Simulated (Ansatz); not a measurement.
Geometry optimisation, Ansatz 0.2.0, RKS PBE/def2-SVP.

input.yaml

```yaml
crystal:
  periodic: [false, false, false]
  atoms:
    - { symbol: Zr, position_ang: [0.0, 0.0, 0.0] }
    - { symbol: Cl, position_ang: [0.0, 0.0, 2.87] }
    - { symbol: F, position_ang: [1.8671, 0.0, -0.6593] }
    - { symbol: Cl, position_ang: [-1.1869, 2.0563, -0.8392] }
    - { symbol: "N", position_ang: [-1.0409, -1.8034, -0.7359] }
    - { symbol: H, position_ang: [-1.5759, -2.4197, -0.0595] }
    - { symbol: H, position_ang: [-1.0055, -2.0526, -1.7656] }
    - { symbol: Br, position_ang: [-2.8469, 0.0091, 0.946] }
    - { symbol: H, position_ang: [-1.5885, 0.0051, 2.3396] }
basis:
  gaussian: { orbitals: def2-SVP }
hamiltonian:
  xc: pbe
relax:
  f_tol: 0.15
  max_steps: 25
  restrain:
    - { distance: [0, 7], at: 2.7, k: 30.0 }
    - { distance: [8, 1], at: 1.37, k: 30.0 }
    - { distance: [0, 1], at: 3.72, k: 30.0 }
    - { distance: [8, 7], at: 2.75, k: 30.0 }
```

Command:

```bash
$ ansatz run input.yaml --threads 4 --pin off --max-ram 5120MiB --backend cpu --events-out ev --progress --plain --runs-dir out
```

Problem. Where does it end, and by what steps?

Solution. The forces met the threshold. The restraints hold the end off the free minimum; the threshold counts their pulls, which the force column leaves out. Restrained pairs: Zr1–Br8 (3.00 → 2.67 Å), Cl2–H9 (1.67 → 1.34 Å), Zr1–Cl2 (2.87 → 3.72 Å), Br8–H9 (1.88 → 2.75 Å). After 20 steps the energy has fallen by 2.022 eV (the restraints' own energy left out); Cl4 moved furthest, 1.77 Å.

| step | energy less start (eV) | largest force component (eV/Å) | accepted |
| --- | --- | --- | --- |
| 0 | 0.0000 | 2.207 | yes |
| 1 | 0.1711 | 1.768 | yes |
| 2 | 0.2147 | 2.063 | yes |
| 3 | -0.1639 | 1.357 | yes |
| 4 | -0.7462 | 0.894 | yes |
| 5 | -1.1547 | 0.927 | yes |
| 6 | -1.4569 | 1.153 | yes |
| 7 | -1.6693 | 1.061 | yes |
| 8 | -1.7983 | 0.984 | yes |
| 9 | -1.8612 | 0.960 | yes |
| 10 | -1.8805 | 0.919 | yes |
| 11 | -1.8910 | 0.994 | yes |
| 12 | -1.9312 | 0.911 | yes |
| 13 | -1.9424 | 0.982 | yes |
| 14 | -1.9634 | 0.951 | yes |
| 15 | -1.9865 | 0.833 | yes |
| 16 | -1.9911 | 0.867 | yes |
| 17 | -2.0096 | 0.767 | yes |
| 18 | -2.0151 | 0.760 | yes |
| 19 | -2.0164 | 0.769 | yes |
| 20 | -2.0223 | 0.752 | yes |

```xyz
9
Properties=species:S:1:pos:R:3
Zr -0.787 0.373 -0.409
Cl 0.145 -1.325 2.765
F 0.996 0.849 0.047
Cl -1.441 1.353 -2.444
N -0.905 -1.607 -0.687
H -1.548 -2.106 -1.318
H -0.317 -2.291 -0.187
Br -2.563 1.121 1.438
H -0.958 -0.572 2.893
```

Run time: 43 s on 4 threads of Arm Neoverse V2, on a shared host, peak memory 0.24 GiB.
